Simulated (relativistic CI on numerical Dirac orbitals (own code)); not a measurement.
**Al2+: calculation against measurement**

Method of calculation: Dirac-Coulomb-Breit CI, KLI orbitals optimised for each configuration, a model potential for QED, valence Slater integrals scaled by 0.85, P86 correlation energy added to each configuration (own radial code, finite nucleus).

Configurations in the expansion (outside the closed core [Ne]): 3s, 3p, 3d, 4s, 4p, 4d, 4f, 5s, 5p, 5d, 5g, 5f, 6s, 6p, 6d, 7s, 7p. Levels of other configurations are missing.

| Configuration | Term (tabulated) | J | Measured (cm⁻¹) | Computed | Error | Purity (%) |
| --- | --- | --- | --- | --- | --- | --- |
| 3s | 2S | 1/2 | 0.0 | 0 | 0 | 100 |
| 3p | 2P° | 1/2 | 53682.9 | 52988 | -695 | 100 |
| 3p | 2P° | 3/2 | 53916.6 | 53208 | -708 | 100 |
| 3d | 2D | 5/2 | 115956.2 | 114450 | -1506 | 100 |
| 3d | 2D | 3/2 | 115958.5 | 114455 | -1503 | 100 |
| 4s | 2S | 1/2 | 126164.1 | 124959 | -1205 | 100 |
| 4p | 2P° | 1/2 | 143633.4 | 142569 | -1065 | 100 |
| 4p | 2P° | 3/2 | 143713.5 | 142643 | -1071 | 100 |
| 4d | 2D | 5/2 | 165786.3 | 164754 | -1032 | 100 |
| 4d | 2D | 3/2 | 165787.5 | 164758 | -1030 | 100 |
| 4f | 2F° | 5/2 | 167612.8 | 168125 | 512 | 100 |
| 4f | 2F° | 7/2 | 167613.4 | 168126 | 512 | 100 |
| 5s | 2S | 1/2 | 170637.4 | 169295 | -1343 | 100 |
| 5p | 2P° | 1/2 | 178433.4 | 177284 | -1149 | 100 |
| 5p | 2P° | 3/2 | 178470.3 | 177317 | -1153 | 100 |
| 5d | 2D | 5/2 | 188877.6 | 187936 | -941 | 100 |
| 5d | 2D | 3/2 | 188878.2 | 187938 | -940 | 100 |
| 5f | 2F° | 5/2 | 189876.1 | 190348 | 472 | 100 |
| 5f | 2F° | 7/2 | 189876.4 | 190348 | 472 | 100 |
| 6s | 2S | 1/2 | 191484.2 | 190355 | -1129 | 100 |
| 6p | 2P° | 1/2 | 195621.7 | 194652 | -970 | 100 |
| 6p | 2P° | 3/2 | 195641.7 | 194670 | -972 | 100 |
| 6d | 2D | 5/2 | 201375.2 | 200603 | -773 | 100 |
| 6d | 2D | 3/2 | 201375.6 | 200604 | -772 | 100 |
| 7s | 2S | 1/2 | 202921.6 | 202059 | -863 | 100 |
| 7p | 2P° | 1/2 | 205375.7 | 204636 | -740 | 100 |
| 7p | 2P° | 3/2 | 205387.8 | 204646 | -741 | 100 |

Measured levels from NIST levels in Kelleher and Podobedova, J. Phys. Chem. Ref. Data 37, 709 (2008); pairs were made by configuration, J and term (by order where the table uses no LS term), so strongly mixed levels may be paired wrongly.

Mean error by configuration (cm⁻¹): 3p -702; 3d -1505; 4s -1205; 4p -1068; 4d -1031; 4f 512; 5s -1343; 5p -1151; 5d -941; 5f 472; 6s -1129; 6p -971; 6d -772; 7s -863; 7p -741. Over the excited levels the mean absolute error is 933 cm⁻¹ (26 of the 26 excited levels that our extract of the source holds in range could be paired), and the median relative error of those above 1,000 cm⁻¹ is 0.54 %.
